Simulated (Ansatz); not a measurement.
`[OH][In]([OH])[OH]` + `O[SiH3]` → `[OH][In-]([OH])([OH])[OH+][SiH3]`  (adduct formation)

Program: Ansatz. Geometries: PBE0-D4/def2-TZVP. ΔE: electronic, gas phase. CCSD(T)/CBS is the MP2 limit (def2-TZVPP, def2-QZVPP) plus CCSD(T) − MP2 in def2-TZVPP, frozen cores. DFT in def2-TZVPP. B3LYP here is the variant with VWN-RPA as its local correlation; programs differ in this. def2 core potentials past Kr. For In outer-core shells are correlated without core-valence functions, which leaves a few kJ/mol of doubt a bond. One conformer a species, not always the lowest.

```json
{"level": "PBE-D4", "ΔE (kJ/mol)": "-64.2", "difference from CCSD(T)/CBS": "12.4"}
{"level": "PBE0-D4", "ΔE (kJ/mol)": "-69.0", "difference from CCSD(T)/CBS": "7.6"}
{"level": "ωB97X-V", "ΔE (kJ/mol)": "-70.8", "difference from CCSD(T)/CBS": "5.8"}
{"level": "ωB97M-V", "ΔE (kJ/mol)": "-72.8", "difference from CCSD(T)/CBS": "3.8"}
{"level": "B2PLYP", "ΔE (kJ/mol)": "-60.8", "difference from CCSD(T)/CBS": "15.8"}
{"level": "PBE", "ΔE (kJ/mol)": "-53.8", "difference from CCSD(T)/CBS": "22.8"}
{"level": "r2SCAN", "ΔE (kJ/mol)": "-69.1", "difference from CCSD(T)/CBS": "7.5"}
{"level": "PBE0", "ΔE (kJ/mol)": "-59.6", "difference from CCSD(T)/CBS": "17.0"}
{"level": "B3LYP", "ΔE (kJ/mol)": "-51.5", "difference from CCSD(T)/CBS": "25.1"}
{"level": "HF/def2-TZVPP", "ΔE (kJ/mol)": "-52.2", "difference from CCSD(T)/CBS": "24.4"}
{"level": "SCS-MP2/def2-TZVPP", "ΔE (kJ/mol)": "-67.1", "difference from CCSD(T)/CBS": "9.5"}
{"level": "CCSD/def2-TZVPP", "ΔE (kJ/mol)": "-69.7", "difference from CCSD(T)/CBS": "6.9"}
{"level": "CCSD(T)/def2-TZVPP", "ΔE (kJ/mol)": "-72.5", "difference from CCSD(T)/CBS": "4.1"}
{"level": "HF/def2-QZVPP", "ΔE (kJ/mol)": "-51.3", "difference from CCSD(T)/CBS": "25.3"}
{"level": "HF/CBS(def2)", "ΔE (kJ/mol)": "-51.1", "difference from CCSD(T)/CBS": "25.5"}
{"level": "CCSD/CBS(def2)", "ΔE (kJ/mol)": "-73.8", "difference from CCSD(T)/CBS": "2.8"}
{"level": "CCSD(T)/CBS", "ΔE (kJ/mol)": "-76.6", "difference from CCSD(T)/CBS": "0"}
```

Largest T1 diagnostic among the species: 0.017.

From PBE to PBE0 (25 % exact exchange), in def2-TZVPP and without D4, ΔE moves by −5.8 kJ/mol. The D4 term adds −16.3 kJ/mol with B3LYP and −9.4 kJ/mol with PBE0; it sums over pairs of atoms, weighted by their polarisabilities, and B3LYP, whose exchange is more repulsive, gets the larger term. In def2-TZVPP, CCSD(T) changes the Hartree–Fock value by −20.3 kJ/mol (the triples alone add −2.8 kJ/mol) and MP2 by −20.8 kJ/mol.
